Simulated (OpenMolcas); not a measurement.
Pd3+.

* Program: OpenMolcas
* Method: RASSCF
* Basis: ANO-RCC-VTZP [7s6p4d2f1g]
* Scalar Hamiltonian: DKH2, point nucleus
* Active space: 7 electrons in 9 orbitals (RAS2 4d 5s; RAS3 5p, at most 2 electrons)
* State averaging: 2S+1 = 4 even, 60 roots; 2S+1 = 6 even, 5 roots kept (CI in the orbitals of an earlier block); 2S+1 = 2 even, 83 roots kept (CI in the orbitals of an earlier block); 2S+1 = 4 odd, 15 roots; 2S+1 = 6 odd, 15 roots kept (CI in the orbitals of an earlier block); 2S+1 = 2 odd, 9 roots kept (CI in the orbitals of an earlier block, 0 in the spin-orbit step)
* Spin-orbit coupling: RASSI with atomic mean-field integrals over the reference wave functions, term energies averaged over their components

Levels without dynamic correlation, in cm-1 above 4d7 4F 9/2:

| Level | E |
| --- | --- |
| 4d7 2P 1/2 | 26145 |
| 4d7 4P 3/2 [69 %] | 16736 |
| 4d7 2G 9/2 | 17732 |
| 4d7 2H 11/2 | 23758 |
| 4d7 2D 5/2(1) | 25545 |
| 4d7 2F 5/2 | 38696 |

On this reference, MS-RASPT2, IPEA 0.25 Eh, imaginary shift 0.1 Eh (closed shells correlated: 4s 4p) puts 4d7 2P 1/2 at 21530 cm-1.

Problem. Estimate the other levels at that method by one scale factor, and say how well it serves.

Solution. The factor is 21530 / 26145 = 0.823. Scaled values beside those that MS-RASPT2 gives:
| Level | Scaled | MS-RASPT2 | Miss (%) |
| --- | --- | --- | --- |
| 4d7 4P 3/2 [69 %] | 13774 | 12870 | +7.0 |
| 4d7 2G 9/2 | 14593 | 15280 | -4.5 |
| 4d7 2H 11/2 | 19553 | 20780 | -5.9 |
| 4d7 2D 5/2(1) | 21024 | 21700 | -3.1 |
| 4d7 2F 5/2 | 31847 | 31360 | +1.6 |
For these levels the scaled values miss MS-RASPT2 by up to 7.0 %, as correlation changes each term by its own factor, spin-orbit parts do not scale and CASPT2 has its own spread within terms. This holds within one configuration; levels of others move differently, and the target method has errors of its own against measurement.

CASPT2 breaks the degeneracy within a term, and the mean is taken; among the terms shown or strongly mixed into the levels shown the widest spread is 930 cm-1 (4d7 4F, MS-RASPT2). Some high roots are left out of the spin-orbit mixing, which shifts the levels that they would mix with. Terms from blocks run as CI alone lack orbitals of their own. Without dynamic correlation excited terms often stand tens of per cent too high (terms of higher spin than the ground term too low), and those without a measured partner can miss by more than the paired ones (holds for RASSCF). Blocks of more than 70 roots (2S+1 = 2 even) ran without multistate coupling (holds for MS-RASPT2). Levels of configurations outside the active space are missing.

A share in square brackets marks a mixed level and gives the weight of the term that names it, the lowest over the columns. A number in round brackets counts repeated terms of one configuration in the order of the reference energies.
